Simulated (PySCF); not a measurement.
# Exercise with solution: dipole moment from atomic charges

Sn(H)(Br)(NH2)2 (BrH5N2Sn), SMILES [NH2][SnH]([NH2])[Br]. Atoms are numbered in the order given.

```xyz
9

Sn     0.1540    -0.6020     0.4351
N     -1.4123    -1.8729     0.1185
N      1.7495    -1.4359    -0.5270
Br    -0.2959     1.7121    -0.5365
H      0.4421    -0.4060     2.1098
H     -2.1667    -1.7375     0.7929
H     -1.8202    -1.7658    -0.8115
H      1.4432    -2.0130    -1.3122
H      2.3983    -0.7388    -0.8949
```

Geometry optimised at B3LYP-D3(BJ)/def2-SVP. The def2 effective core potentials stand for the cores of Sn; spin–orbit coupling is left out. Other conformers were not sampled.

Charges (e) from PBE/def2-TZVP in PySCF:

| atom | ESP fit | Mulliken |
|---|---|---|
| Sn1 | 0.582 | 0.882 |
| N2 | -0.764 | -0.714 |
| N3 | -0.793 | -0.705 |
| Br4 | -0.286 | -0.368 |
| H5 | -0.015 | -0.034 |
| H6 | 0.309 | 0.235 |
| H7 | 0.309 | 0.236 |
| H8 | 0.341 | 0.234 |
| H9 | 0.317 | 0.236 |

The dipole moment of the full density is 1.31 D.

**Question.** What dipole moment does each set of point charges give, and which comes closer to that of the density?

**Answer.** 
μ = Σ q r, and 1 e Å = 4.8032 D.
ESP fit: Σ q r = (-0.120, -0.268, -0.034) e Å, |μ| = 1.42 D.
Mulliken: Σ q r = (-0.030, -0.268, 0.273) e Å, |μ| = 1.84 D.
ESP fit comes closer in size. Point charges leave out the atoms' own dipoles (lone pairs, polarised bonds); fits to the potential absorb them, partitions of the density don't.
